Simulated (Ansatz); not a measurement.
# Low-lying states of HBr

Computed with Ansatz's Gaussian-basis code (development build). State-averaged CASSCF with equal weights; occupations are averaged over the states; levels count from the state that is lowest in CASSCF. A minimal or small basis: far from the basis limit. Solutions may break the symmetry of the shape. The lowest solution met needn't be the lowest there is, nor hold the orbitals that a chemist would pick. The average may hold one member of a degenerate pair alone.

Geometry: bond length 1.4221 Å.

Basis def2-SVP, nonrelativistic, 14 orbitals frozen in the corrections; active space CAS(8,5). Averaged: 2 singlets.

Task: Give the levels in order.

Result: 

| state | CASSCF (eV) | SC-NEVPT2 (eV) |
| --- | --- | --- |
| singlet | 0.000 | 0.000 |
| singlet | 7.163 | 7.180 |

Occupations: 2.00, 2.00, 1.98, 1.50, 0.53.
